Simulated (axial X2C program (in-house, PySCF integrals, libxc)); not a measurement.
BiC⁺: from the spin-free to the two-component result

All values were computed with an in-house all-electron X2C program for linear molecules (integrals from PySCF). Spin-free means the one-electron spin-free X2C Hamiltonian; two-component (2c) means X2C with spin–orbit coupling and atomic mean-field two-electron Coulomb and Gaunt terms, so the difference of the two also holds small scalar two-electron terms. Basis: Bi dyall-cv3z [12s14p10d6f1g], C dyall-v3z [7s6p2d1f] (cores contracted in-house); Gaussian nuclei, density fitting, unrestricted open shells. Masses: Bi 208.980 u, C 12.000 u.

Spin-free state: M_S = 1, Λ = 1 (beyond evenly filled blocks: σα, π+α, π+β, π-α); fragments Bi+ + C.

```csv
level,Re (Å),ωe (cm⁻¹),De (eV),μ (D)
r2SCAN,2.054,657.4,2.750,-0.21
```

Dipoles are positive if C is the positive end and refer to the centre of mass.

Two-component determinant lowest at the distance of the search:

Ω = 2 (⟨Sz⟩ = 0.99, ⟨Lz⟩ = 1.01 at r2SCAN); fragments Bi+ + C.

```
 level  Re (Å)  ωe (cm⁻¹)  De (eV)  μ (D)
r2SCAN   2.090      593.1    1.815  -0.02
```

Problem. From the two tables, how do the constants change at the r2SCAN level (2c against spin-free)?

Solution. At the r2SCAN level Re goes up by 0.036 Å and ωe falls by 64.3 cm⁻¹; De is not compared, since the atomic limits differ or miss part of their spin–orbit lowering.

One determinant describes the state; a PBE0 search over occupations chose it and may have missed a lower one. Dissociation energies refer to the lowest single-determinant-based atoms at the same level and basis. Density functionals use the spin component along the axis (collinear). The 2c atoms are single determinants rather than J levels; their spin–orbit lowering is only partly caught, and De is too large by that part. This holds for r2SCAN. Other states lie close and PBE0, whose exact exchange favours high spin, may order them wrongly; the determinant shown need not be the ground state. The nearest other spin-free determinant of the search, M_S = 1, Λ = 0, lies 0.25 eV up at the distance of the search. The functionals have no current-density term, which raises determinants with orbital currents, atoms included. With several unpaired electrons one determinant need not be a pure state. A state of lower Ω lies just above, and one determinant can place such states too high, so the state shown need not be the lowest. The search has Ω = 1 only 0.10 eV up. Open-shell Ω = 0 determinants with evenly filled partner blocks cannot be reached by this program, so the Ω shown need not be the lowest component. The determinant is spin-polarised beyond a pure state at some levels (its spin-free form has ⟨S²⟩ too high), which makes Re and μ there less reliable.
